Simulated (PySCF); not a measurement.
# Bromine: a sound run and one with changed settings

Sound run: Br [Ar] 3d10 4s2 4p5, Br⁺ [Ar] 3d10 4s2 4p4. Computed with PySCF 2.14 in x2c-TZVPall, with scalar relativity by spin-free X2C-1e. In the sound run the correlated levels freeze [Ar] 3d10. The sound run starts from symmetry-adapted Hartree-Fock orbitals and uses a fine grid where one is needed.

Changed run: the non-relativistic Hamiltonian (point nucleus). This setting is unsound on purpose.

| species | method | sound run (hartree) | changed run (hartree) | converged |
| --- | --- | --- | --- | --- |
| Br | UHF | -2604.41488 | -2556.33979 | yes |
| Br | BP86 | -2606.54102 | -2558.50672 | yes |
| Br | LDA | -2602.47800 | -2554.46979 | yes |
| Br | MP2 | -2604.54894 | -2556.47397 | yes |
| Br | CCSD(T) | -2604.57259 | -2556.49833 | yes |
| Br⁺ | UHF | -2604.02086 | -2555.94318 | yes |
| Br⁺ | BP86 | -2606.10201 | -2558.06534 | yes |
| Br⁺ | LDA | -2602.03416 | -2554.02373 | yes |
| Br⁺ | MP2 | -2604.12488 | -2556.04785 | yes |
| Br⁺ | CCSD(T) | -2604.14721 | -2556.07105 | yes |

Ionisation energy of Br:

```
 method  sound run (eV)  changed run (eV)
    UHF          10.722            10.792
   BP86          11.946            12.010
    LDA          12.077            12.138
    MP2          11.539            11.595
SCS-MP2          11.537            11.593
   CCSD          11.541            11.594
CCSD(T)          11.575            11.627
```

Most of the change in total energy is the relativistic energy itself. On top of that the contraction fixes the core shape for the Hamiltonian it was made with, so the changed run is not a good calculation with the other Hamiltonian either.

For comparison, NIST gives 11.814 eV between the lowest levels.
